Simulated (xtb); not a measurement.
Harmonic IR lines of one isomer of C₉H₆BNS, unscaled. These are GFN2-xTB run with xtb values and carry that method's errors.

wavenumber (cm⁻¹): 379 (vw), 650 (vw), 794 (vw), 810 (s), 1068 (m), 1187 (w), 1208 (s), 1233 (w), 1295 (w), 1453 (w), 1489 (s), 1541 (w), 2368 (vs), 2657 (s), 2701 (m), 3098 (w), 3106 (w)

**Question.** Name which structure gives these lines.
A) `Bc1c(C#N)ccc2sccc12`
B) `Bc1cc2c(C#N)cccc2s1`
C) `Bc1cc(C#N)cc2ccsc12`
D) `Bc1cc(C#N)c2ccsc2c1`

**Answer.** B, `Bc1cc2c(C#N)cccc2s1`
